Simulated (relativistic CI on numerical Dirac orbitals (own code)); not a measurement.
## What each ingredient does to the levels of Kr²⁰⁺

Base calculation: Dirac-Coulomb-Breit CI, KLI orbitals optimised for each configuration, QED by a radiative potential, unscaled Slater integrals.

Configuration list (outside the closed core [Ne]): 3s2 3p4, 3s 3p5, 3s2 3p3 3d, 3p6, 3s 3p4 3d, 3p5 3d, 3s 3p3 3d2, 3s2 3p2 3d 4p, 3s2 3p3 4s, 3p5 4s, 3p5 4p, 3s 3p3 3d 4s, 3s2 3p3 4p, 3s2 3p3 4d, 3s 3p4 4s, 3s2 3p3 4f, 3p4 3d 4p, 3s 3p4 4p, 3s 3p4 4d, 3s 3p4 4f, 3s2 3p3 5s, 3s2 3p3 5p, 3s2 3p3 5d, 3s2 3p2 4s 4p, 3s2 3p3 5f, 3s2 3p3 5g, 3s 3p3 4s2, 3s 3p4 5s, 3s 3p4 5p, 3s2 3p2 3d2, 3s2 3p 3d3, 3s 3p2 3d3, 3s2 3p 3d2 4s, 3s2 3p 3d2 4p, 3s2 3p 3d2 4d, 3p4 3d2, 3p3 3d3, 3p3 3d2 4s, 3p3 3d2 4p, 3p3 3d2 4d, 3s2 3p2 3d 4s, 3s 3p2 3d2 4s, 3s2 3p 3d 4s2, 3s2 3p 3d 4s 4p, 3s2 3p 3d 4s 4d, 3p4 3d 4s, 3p3 3d 4s2, 3p3 3d 4s 4p, 3p3 3d 4s 4d, 3s2 3p2 4s2, 3s 3p2 3d 4s2, 3s2 3p 4s2 4p, 3s2 3p 4s2 4d, 3s2 3p2 4p2, 3s2 3p 3d 4p2, 3s 3p2 3d 4p2, 3s2 3p 4s 4p2, 3s2 3p 4p3, 3s2 3p 4p2 4d. Double excitations out of closed p, d and f shells are left out; levels of such configurations are missing from the list, as are those of other unlisted configurations, and high levels can miss mixing partners. These lack a partner that the ground configuration has and come out too high: 3s2 3p3 4f, 3s 3p4 4p, 3s 3p4 4d, 3s 3p4 4f, 3s2 3p3 5s.

Variants: (1) P86 correlation estimate; (2) QED terms removed; (3) non-relativistic limit. Shifts of the energy above 3s2 3p4 3P_2, in cm⁻¹, for the lowest level and the first level of each name with at least 55 % of one term (blank where a level changes its place among those of its configuration and J or its character, or is not in the variant):

| Level | Base | Δ(1) | Δ(2) | Δ(3) |
| --- | --- | --- | --- | --- |
| 3s2 3p4 3P_2 | 0 | 0 | 0 | 0 |
| 3s2 3p4 3P_0 | 48370 | +8 | -23 | -48370 |
| 3s2 3p4 3P_1 | 78280 | +3 | -182 | -78280 |
| 3s2 3p4 1D_2 | 115887 | +9 | -172 | -66801 |
| 3s2 3p4 1S_0 | 226979 | +33 | -290 | -110543 |
| 3s 3p5 3P°_2 | 549232 | +1517 | +1753 | -90529 |
| 3s 3p5 3P°_1 | 589869 | +1520 | +1610 | -131167 |
| 3s 3p5 3P°_0 | 632160 | +1522 | +1480 | -173458 |
| 3s2 3p3 3d 5D°_2 | 700921 | +1545 | +149 | -60864 |
| 3s2 3p3 3d 5D°_3 | 702313 | +1545 | +120 | -62256 |
| 3s2 3p3 3d 5D°_0 | 704869 | +1543 | +188 | -64812 |
| 3s2 3p3 3d 5D°_4 | 714791 | +1544 | +67 | -74734 |
| 3s2 3p3 3d 3D°_1 | 776905 | +1551 |  |  |
| 3s2 3p3 3d 1S°_0 | 785690 | +1561 | +53 | -80425 |

At this charge energies of transitions that change n are usually good to better than 1 %, and those within a shell (Δn = 0) to a few per cent.

Ionisation energy from the two ground configurations alone: base 882.069 eV; P86 correlation estimate 883.763 eV. The NIST ASD value (semi-empirical) is 882.8 eV.

LS names give the leading component of a level, which can be under half, so a name can repeat, a term be missing and a line seem to break the LS rules.
